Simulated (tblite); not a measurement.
A geometry optimisation, step by step.

Compound: C6H8N2Si2.
Numbering: `[N:1]#[C:2][C:3]#[C:4][SiH2:5][C@H:6]([SiH3:7])[CH2:8][C:9]#[N:10]` (hydrogens: H11, H12 on Si5; H13 on C6; H14, H15, H16 on Si7; H17, H18 on C8)

Computed with GFN2-xTB (tblite), gas phase: L-BFGS steps from a force-field or distance-geometry start until the largest atomic force falls under 0.01 eV/Å. 9 of its 89 geometries are shown.

Step 0: E = -708.6524 eV, largest atomic force 3.932 eV/Å
```
atom  x, y, z in Å  |  force x, y, z in eV/Å
N1      5.720    1.060    0.831   -3.730  -0.078  -1.241
C2      4.604    1.031    0.464   -0.758  -0.171  -0.169
C3      3.149    0.960    0.001    3.650   0.221   1.132
C4      1.998    0.919   -0.383    0.529  -0.036   0.222
Si5     0.222    0.837   -0.952    0.446   0.984  -0.344
C6     -0.627   -0.711   -0.309    0.520  -0.136   0.448
Si7    -2.332   -0.632   -1.071   -1.574  -0.185   0.111
C8     -0.557   -0.939    1.219   -0.556   0.285   0.174
C9     -1.169    0.121    2.028   -0.734   1.360   0.762
N10    -1.656    0.976    2.655    1.201  -2.109  -1.538
H11    -0.486    2.053   -0.499    0.237  -0.205   0.032
H12     0.224    0.824   -2.442    0.125  -0.071   0.385
H13    -0.117   -1.563   -0.761    0.082  -0.184   0.012
H14    -3.076   -1.839   -0.628    0.133   0.230  -0.078
H15    -3.076    0.575   -0.618    0.300  -0.385  -0.148
H16    -2.255   -0.664   -2.536    0.085   0.039   0.126
H17    -1.057   -1.889    1.462   -0.110   0.223   0.023
H18     0.482   -1.065    1.527    0.155   0.218   0.091
```

Step 11: E = -709.3336 eV, largest atomic force 0.169 eV/Å
```
atom  x, y, z in Å  |  force x, y, z in eV/Å
N1      5.572    1.056    0.782    0.124  -0.009   0.044
C2      4.480    1.013    0.430   -0.154   0.011  -0.058
C3      3.183    0.965    0.011    0.048  -0.017   0.037
C4      2.029    0.919   -0.360   -0.002  -0.045   0.062
Si5     0.267    0.875   -0.935    0.116   0.060   0.010
C6     -0.608   -0.700   -0.327   -0.061  -0.070  -0.056
Si7    -2.387   -0.672   -1.031   -0.050  -0.016  -0.044
C8     -0.553   -0.930    1.187   -0.031  -0.001   0.030
C9     -1.161    0.119    1.954   -0.040   0.105   0.112
N10    -1.630    0.933    2.604   -0.055   0.094  -0.049
H11    -0.390    2.075   -0.442   -0.027   0.124   0.094
H12     0.322    0.816   -2.390    0.038   0.021  -0.163
H13    -0.101   -1.561   -0.771    0.043  -0.032  -0.089
H14    -3.109   -1.870   -0.605    0.004  -0.012   0.051
H15    -3.070    0.548   -0.611   -0.018  -0.038   0.073
H16    -2.249   -0.662   -2.489   -0.023  -0.039  -0.004
H17    -1.086   -1.853    1.444    0.053  -0.082   0.003
H18     0.482   -1.018    1.537    0.033  -0.052  -0.052
```

Step 22: E = -709.3608 eV, largest atomic force 0.128 eV/Å
```
atom  x, y, z in Å  |  force x, y, z in eV/Å
N1      5.578    1.049    0.779    0.001  -0.006   0.002
C2      4.480    1.002    0.443    0.039  -0.005   0.021
C3      3.180    0.947    0.040    0.005  -0.035   0.035
C4      2.019    0.876   -0.305    0.014   0.004  -0.028
Si5     0.275    0.897   -0.935   -0.009   0.051   0.002
C6     -0.626   -0.684   -0.353    0.113  -0.016  -0.054
Si7    -2.413   -0.704   -1.024   -0.027   0.011   0.037
C8     -0.552   -0.922    1.164    0.008   0.004  -0.004
C9     -1.168    0.136    1.915    0.028   0.041   0.000
N10    -1.653    0.986    2.506   -0.035   0.034   0.007
H11    -0.332    2.108   -0.386   -0.020  -0.007  -0.027
H12     0.384    0.877   -2.401   -0.032   0.022   0.090
H13    -0.099   -1.526   -0.809    0.022  -0.105  -0.069
H14    -3.108   -1.898   -0.548    0.012  -0.081   0.010
H15    -3.098    0.485   -0.535   -0.062   0.061  -0.013
H16    -2.308   -0.713   -2.483   -0.046   0.001   0.006
H17    -1.058   -1.856    1.431   -0.024  -0.024  -0.025
H18     0.491   -1.008    1.489    0.011   0.048   0.012
```

Step 33: E = -709.3743 eV, largest atomic force 0.051 eV/Å
```
atom  x, y, z in Å  |  force x, y, z in eV/Å
N1      5.598    1.040    0.787   -0.045  -0.022   0.005
C2      4.494    0.975    0.472    0.005  -0.008   0.006
C3      3.188    0.910    0.082   -0.015  -0.001  -0.012
C4      2.032    0.863   -0.284    0.003   0.014  -0.012
Si5     0.287    0.915   -0.924   -0.014  -0.015  -0.006
C6     -0.617   -0.682   -0.386    0.008  -0.003   0.025
Si7    -2.431   -0.722   -0.998    0.035  -0.001   0.007
C8     -0.539   -0.908    1.135    0.001   0.009   0.008
C9     -1.171    0.161    1.862    0.031  -0.017   0.017
N10    -1.670    1.021    2.427   -0.006  -0.006  -0.012
H11    -0.328    2.117   -0.362    0.005  -0.027   0.007
H12     0.388    0.944   -2.385    0.002   0.002   0.001
H13    -0.102   -1.530   -0.851    0.012   0.019   0.000
H14    -3.065   -1.945   -0.505    0.010  -0.027   0.024
H15    -3.142    0.451   -0.506   -0.015   0.023   0.019
H16    -2.398   -0.738   -2.458   -0.002   0.009  -0.050
H17    -1.038   -1.844    1.412    0.001   0.022  -0.015
H18     0.504   -0.975    1.469   -0.015   0.029  -0.012
```

Step 44: E = -709.3778 eV, largest atomic force 0.060 eV/Å
```
atom  x, y, z in Å  |  force x, y, z in eV/Å
N1      5.574    0.991    0.821    0.010  -0.013   0.016
C2      4.476    0.947    0.486   -0.013  -0.016   0.002
C3      3.176    0.902    0.076    0.014   0.002  -0.005
C4      2.026    0.869   -0.308    0.002   0.013   0.008
Si5     0.279    0.926   -0.936    0.009  -0.016   0.011
C6     -0.608   -0.675   -0.397    0.003  -0.015   0.036
Si7    -2.425   -0.729   -0.995    0.014  -0.009   0.013
C8     -0.526   -0.889    1.126   -0.001  -0.003   0.006
C9     -1.169    0.175    1.849    0.019   0.000   0.011
N10    -1.682    1.031    2.409    0.010  -0.023  -0.014
H11    -0.341    2.103   -0.338   -0.010   0.041  -0.008
H12     0.381    0.966   -2.393   -0.019   0.019  -0.054
H13    -0.084   -1.522   -0.854   -0.007   0.017  -0.021
H14    -3.011   -1.966   -0.478   -0.033  -0.035  -0.007
H15    -3.151    0.429   -0.484    0.003   0.004   0.007
H16    -2.426   -0.733   -2.457    0.012  -0.004  -0.008
H17    -1.016   -1.829    1.406    0.010   0.014   0.002
H18     0.519   -0.943    1.455   -0.022   0.025   0.005
```

Step 55: E = -709.3849 eV, largest atomic force 0.052 eV/Å
```
atom  x, y, z in Å  |  force x, y, z in eV/Å
N1      5.495    0.821    0.941    0.039   0.004  -0.004
C2      4.426    0.858    0.521   -0.040  -0.019   0.002
C3      3.151    0.890    0.040   -0.017  -0.009   0.015
C4      2.009    0.909   -0.371    0.001   0.010  -0.002
Si5     0.253    0.970   -0.975    0.005  -0.004   0.013
C6     -0.585   -0.651   -0.410    0.006  -0.003   0.020
Si7    -2.409   -0.772   -0.971   -0.004   0.013  -0.012
C8     -0.480   -0.841    1.114   -0.004  -0.014   0.003
C9     -1.161    0.205    1.831    0.032   0.018   0.022
N10    -1.700    1.042    2.393    0.007  -0.021  -0.017
H11    -0.370    2.131   -0.348   -0.009   0.051   0.005
H12     0.305    1.045   -2.434   -0.001  -0.013  -0.028
H13    -0.042   -1.484   -0.871    0.002  -0.003   0.020
H14    -2.954   -2.039   -0.475    0.006   0.008  -0.011
H15    -3.148    0.357   -0.415   -0.023  -0.012  -0.013
H16    -2.432   -0.745   -2.433   -0.005  -0.005  -0.002
H17    -0.933   -1.793    1.411    0.013  -0.019   0.003
H18     0.567   -0.850    1.440   -0.009   0.019  -0.014
```

Step 66: E = -709.3880 eV, largest atomic force 0.051 eV/Å
```
atom  x, y, z in Å  |  force x, y, z in eV/Å
N1      5.457    0.745    0.971    0.012  -0.005  -0.002
C2      4.391    0.806    0.543   -0.010   0.000  -0.006
C3      3.123    0.872    0.047   -0.005   0.001   0.002
C4      1.995    0.934   -0.395   -0.011  -0.008   0.019
Si5     0.235    0.999   -0.988   -0.011   0.009  -0.009
C6     -0.577   -0.633   -0.406   -0.018   0.010  -0.013
Si7    -2.401   -0.784   -0.968    0.005  -0.008   0.007
C8     -0.451   -0.821    1.117   -0.016   0.002  -0.006
C9     -1.147    0.209    1.838    0.033   0.038  -0.006
N10    -1.699    1.044    2.392   -0.011  -0.006   0.015
H11    -0.378    2.173   -0.367    0.007  -0.026  -0.020
H12     0.268    1.054   -2.451    0.004  -0.004   0.028
H13    -0.023   -1.460   -0.866   -0.007   0.016  -0.010
H14    -2.923   -2.067   -0.488    0.016   0.007  -0.001
H15    -3.175    0.320   -0.406    0.005  -0.010  -0.013
H16    -2.428   -0.750   -2.431    0.009   0.004   0.018
H17    -0.878   -1.784    1.419    0.016  -0.024  -0.002
H18     0.601   -0.803    1.427   -0.018   0.004  -0.002
```

Step 77: E = -709.3893 eV, largest atomic force 0.018 eV/Å
```
atom  x, y, z in Å  |  force x, y, z in eV/Å
N1      5.443    0.705    0.973    0.002  -0.005  -0.002
C2      4.377    0.781    0.551    0.000   0.003  -0.003
C3      3.108    0.863    0.058   -0.016  -0.001   0.001
C4      1.979    0.937   -0.380    0.015   0.006   0.001
Si5     0.226    1.011   -0.992   -0.006   0.012  -0.003
C6     -0.579   -0.621   -0.409   -0.005   0.001  -0.004
Si7    -2.401   -0.793   -0.965    0.004  -0.003  -0.002
C8     -0.441   -0.807    1.112    0.002   0.003   0.000
C9     -1.137    0.219    1.840    0.005  -0.002  -0.008
N10    -1.694    1.046    2.400    0.000   0.000   0.007
H11    -0.390    2.188   -0.384   -0.001  -0.011  -0.006
H12     0.267    1.058   -2.454    0.013   0.002   0.005
H13    -0.022   -1.442   -0.874    0.003   0.003   0.001
H14    -2.895   -2.086   -0.486   -0.005   0.002  -0.002
H15    -3.191    0.298   -0.405   -0.004  -0.003   0.002
H16    -2.419   -0.753   -2.426   -0.009  -0.004  -0.006
H17    -0.851   -1.776    1.419    0.004   0.004   0.002
H18     0.614   -0.775    1.410    0.000  -0.007   0.017
```

Step 88: E = -709.3896 eV, largest atomic force 0.007 eV/Å
```
atom  x, y, z in Å  |  force x, y, z in eV/Å
N1      5.442    0.690    0.967   -0.002  -0.005   0.000
C2      4.373    0.773    0.552    0.004   0.004  -0.003
C3      3.103    0.863    0.064   -0.005   0.001   0.001
C4      1.975    0.946   -0.374    0.005   0.003   0.003
Si5     0.225    1.016   -0.994    0.000   0.000   0.001
C6     -0.579   -0.617   -0.411   -0.002   0.000   0.000
Si7    -2.400   -0.796   -0.966   -0.003  -0.002   0.000
C8     -0.439   -0.802    1.111   -0.001  -0.001  -0.001
C9     -1.135    0.223    1.842    0.001   0.000  -0.003
N10    -1.690    1.046    2.409    0.001   0.000  -0.003
H11    -0.404    2.189   -0.393   -0.001   0.003  -0.001
H12     0.284    1.063   -2.456   -0.001  -0.003   0.000
H13    -0.020   -1.438   -0.875    0.004   0.002   0.005
H14    -2.892   -2.091   -0.487    0.002  -0.003   0.001
H15    -3.197    0.289   -0.404    0.002   0.004   0.000
H16    -2.424   -0.759   -2.428   -0.001   0.001   0.000
H17    -0.848   -1.771    1.419   -0.001   0.000  -0.001
H18     0.615   -0.771    1.411   -0.002  -0.003   0.000
```

**Question.** Summarise the path.

**Answer.** The energy falls by 71.13 kJ/mol from step 0 to step 88; nine tenths of that is first reached at step 9. It rises by more than 0.2 meV at step 3. The largest force goes from 3.932 to 0.007 eV/Å. Among the bonds C2–C3 changes most, from 1.528 to 1.363 Å; the atoms move by 0.264 Å rms after alignment.

What follows is the cost of the whole relaxation. The run took 1.5 s of wall time on Arm Neoverse N1, one thread (shared host).
